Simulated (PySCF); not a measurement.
All values below come from PBE-D3(BJ)/def2-TZVP // B3LYP-D3(BJ)/def2-TZVP (PySCF 2.14.0). Gas-phase values, no solvent. One relaxed conformer stands for a flexible species; it need not be the lowest. 

Reference species (SMILES): `C(=C\C=C)/C#C` (neutral, multiplicity 1).

S1 oscillator strength: 0.000
HOMO: -5.64 eV
LUMO: -2.44 eV

Changed species: `C#CC(=C)C=C`.

Give the shifts of the S1 oscillator strength, HOMO and LUMO.

the S1 oscillator strength hardly moves; the HOMO decreases by 0.24 eV, to -5.88 eV; the LUMO rises by 0.20 eV, to -2.24 eV.
